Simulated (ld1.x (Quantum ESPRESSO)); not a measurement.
## Configuration tests for molybdenum (TM)

ld1.x (Quantum ESPRESSO) 7.5 input, shortened:

```
&input
   title='Mo', zed=42., rel=1, dft='PBE', iswitch=3,
   config='[Kr] 4d5 5s0.5 5p0.5'
 /
 &inputp
   pseudotype=2, tm=.true., lloc=0,
   nlcc=.false.
 /
3
5P  2  1   0.50   0.00  3.45  3.45  0.0
4D  3  2   5.00   0.00  2.25  2.25  0.0
5S  1  0   0.50   0.00  2.35  2.35  0.0
 &test
   configts(1)='4d5 5s0.5 5p0.5'
 /
```

Energies are relative to the spin-unpolarised reference configuration 4d5 5s0.5 5p0.5; without spin polarisation the order of configurations can differ from experiment.

```tsv
valence configuration	charge	ΔE all-electron (eV)	error AE − PS (meV)
4d5 5s1 5p0	0	-1.544	+1.8
4d5 5s0 5p0	+1	5.346	+13
4d4 5s0 5p0	+2	20.808	+1.8
4d4 5s2 5p0	0	-1.345	-37
4d2 5s0 5p0	+4	87.056	-421
4d5.5 5s0.5 5p0	0	-1.264	-13
```

Question: What are ΔE and the potential's error for 4d5 5s0 5p1?

Answer: ΔE = 1.596 eV all-electron; the error (AE − PS) is +1.4 meV.

Levels in the configuration 4d5 5s1 5p0:

| level | all-electron (eV) | pseudo (eV) |
| --- | --- | --- |
| 4d | -3.753 | -3.753 |
| 5s | -4.086 | -4.093 |
